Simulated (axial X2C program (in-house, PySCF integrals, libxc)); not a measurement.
**What spin–orbit coupling does to ScGe**

Computed with an axial X2C code built on PySCF integrals. Spin-free means the one-electron spin-free X2C Hamiltonian; two-component (2c) means X2C with spin–orbit coupling and atomic mean-field two-electron Coulomb and Gaunt terms, so the difference of the two also holds small scalar two-electron terms. Basis: Ge dyall-cv3z [9s9p7d4f1g], Sc dyall-cv3z [10s11p7d5f2g] (cores contracted in-house); Gaussian nuclei, density fitting, unrestricted open shells. Masses: Ge 73.921 u, Sc 44.956 u.

Spin-free state: M_S = 3/2, Λ = 0 (beyond evenly filled blocks: σα, π+α, π-α); fragments Ge + Sc.

| level | Re (Å) | ωe (cm⁻¹) | De (eV) | μ (D) |
| --- | --- | --- | --- | --- |
| PBE0 | 2.551 | 272.8 | 2.043 | 3.03 |
| PBE | 2.565 | 270.1 | 2.553 | 2.84 |

Dipoles are positive if Sc is the positive end.

Two-component determinant lowest at the distance of the search:

Ω = 3/2 (⟨Sz⟩ = 1.50, ⟨Lz⟩ = 0.00 at PBE0); fragments Ge + Sc.

| level | Re (Å) | ωe (cm⁻¹) | μ (D) |
| --- | --- | --- | --- |
| PBE0 | 2.551 | 272.4 | 3.02 |
| PBE | 2.565 | 269.7 | 2.83 |

(1) From the two tables, how do the constants change at the PBE0 level (2c against spin-free)?

The state is one determinant whose occupation by symmetry is held fixed; it was picked as the lowest of a PBE0 search that is not exhaustive. Dissociation energies refer to the lowest single-determinant-based atoms at the same level and basis. De is not given where an atomic determinant may have missed its ground term or J level, or where the truncated virtual space spoils (T). Density functionals use the spin component along the axis (collinear). Other states lie close and PBE0, whose exact exchange favours high spin, may order them wrongly; the determinant shown need not be the ground state. The nearest other spin-free determinant of the search, M_S = 1/2, Λ = 0, lies 0.08 eV up at the distance of the search. Without a current term, density functionals place determinants with orbital angular momentum somewhat too high. With several unpaired electrons one determinant need not be a pure state. A state of lower Ω lies just above, and one determinant can place such states too high, so the state shown need not be the lowest. The search has Ω = 1/2 only 0.08 eV up. This is the top spin component of a Σ state; components of lower Ω are not single determinants and can lie lower. The determinant is spin-polarised beyond a pure state at some levels (its spin-free form has ⟨S²⟩ too high), which makes Re and μ there less reliable.

## Answers

(1) At the PBE0 level Re is unchanged within 0.001 Å and ωe drops by 0.4 cm⁻¹.
